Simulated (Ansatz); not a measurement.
Species: H$_{3}$BO$_{3}$, SMILES `OB(O)O` (charge 0, multiplicity 1), formula H$_{3}$BO$_{3}$.

Question: How many basis functions does frozen-core CCSD(T)/cc-pVTZ // CAM-B3LYP-D3(BJ)/def2-TZVP in Ansatz (a first-principles code) use, how many core orbitals are frozen, and how many electrons are correlated?

Answer: 162 basis functions and 4 frozen orbitals, which leaves 24 correlated electrons. Core time is of the order of seconds.
